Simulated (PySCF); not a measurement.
A PySCF script (with the pyscf-properties extension) for the NMR shieldings of `InChI=1S/C7H13OPSi/c1-3-6-4-7(10)5-9(6,2)8/h4-5H,3H2,1-2,10H3/t9-/m0/s1`, on a GFN2-xTB geometry:

```python
import basis_set_exchange as bse
import numpy as np
from pyscf import gto, dft
from pyscf.prop import nmr

atoms = """
C    -2.511543   -1.741529   -0.228767
C    -1.749214   -0.738509   -1.096044
C    -0.502877   -0.308253   -0.407276
C     0.761656   -0.581811   -0.741584
C     1.802574   -0.043378    0.135775
Si    3.622584   -0.388369   -0.208272
C     1.325421    0.682105    1.158716
P    -0.487517    0.723878    1.104755
C    -0.976046    2.407599    0.558806
O    -1.227200    0.265561    2.289736
H    -3.453167   -2.013100   -0.700840
H    -1.918608   -2.642129   -0.086608
H    -2.714659   -1.307179    0.746584
H    -2.387101    0.133665   -1.268729
H    -1.505636   -1.185314   -2.064260
H     1.041488   -1.173639   -1.600955
H     3.828248   -1.837538   -0.237791
H     3.949837    0.181037   -1.519143
H     4.432358    0.236616    0.834764
H     1.921609    1.151060    1.922307
H    -0.442284    2.712539   -0.335826
H    -0.765024    3.093705    1.377194
H    -2.049650    2.399964    0.377536
"""
names = dict.fromkeys(["C", "Si", "P", "O", "H"], "pcSseg-1")
basis = {el: gto.basis.parse(bse.get_basis(n, elements=[el], fmt="nwchem")) for el, n in names.items()}
mol = gto.M(atom=atoms, basis=basis, charge=0, verbose=0)
mf = dft.RKS(mol, xc="PBE0")
mf.grids.level = 2
mf.grids.alignment = dft.numint.BLKSIZE   # the property module wants whole blocks of grid points
mf.conv_tol = 1e-9
mf.kernel()

calc = nmr.RKS(mf)   # GIAO
C = mf.mo_coeff
Co = C[:, mf.mo_occ > 0]
resp = mf.gen_response(singlet=True, hermi=2)
def vind(x):   # induced exchange potential for any number of trial vectors
    d = np.einsum("pi,xij,qj->xpq", C, 2 * x.reshape(-1, C.shape[1], Co.shape[1]), Co, optimize=True)
    return np.einsum("xpq,pi,qj->xij", resp(d - d.transpose(0, 2, 1)), C, Co, optimize=True).ravel()
mo1, _ = nmr.rhf.solve_mo1(calc, with_cphf=vind)
sigma = calc.kernel(mo1)
for i, s in enumerate(sigma):   # ppm
    print("%2d %-2s %9.2f" % (i, mol.atom_pure_symbol(i), np.trace(s) / 3))
```

**Question.** Give the expected output.

**Answer.** 
```
 0 C     170.89
 1 C     157.93
 2 C      30.17
 3 C      48.39
 4 C      33.28
 5 Si    423.93
 6 C      37.87
 7 P     291.57
 8 C     169.81
 9 O     260.09
10 H      30.56
11 H      30.81
12 H      29.52
13 H      29.28
14 H      29.21
15 H      25.39
16 H      27.43
17 H      27.48
18 H      27.57
19 H      25.09
20 H      31.02
21 H      29.80
22 H      29.95
```

These numbers come from an equivalent density-fitted implementation of the same equations, which agrees with the script to about 0.01 ppm for H and up to a few tenths of a ppm for heavy atoms, so last digits may differ.

**Question.** Turn these shieldings into chemical shifts. References, each an isolated molecule treated in the same way: TMS for ¹³C (σref 186.93), ²⁹Si (σref 349.16), ¹H (σref 31.72); ³¹P (σref 318.38) vs H3PO4; ¹⁷O (σref 336.08) vs H2O.

**Answer.** Averaging equivalent atoms: C 2: 156.8; C 4: 153.6; C 6: 149.1; C 3: 138.5; C 1: 29.0; C 8: 17.1; C 0: 16.0; Si 5: -74.8; P 7: 26.8; O 9: 76.0; H 19: 6.63; H 15: 6.33; H 16/17/18: 4.22; H 14: 2.50; H 13: 2.44; H 20/21/22: 1.46; H 10/11/12: 1.42 ppm. Experimental scales use liquid or dissolved standards, which lie at an offset from isolated H2O (liquid H2O: subtract about 36 ppm) and H3PO4.

Size and cost of the density-fitted run: 249 basis functions, roughly 2.9 core-minutes.
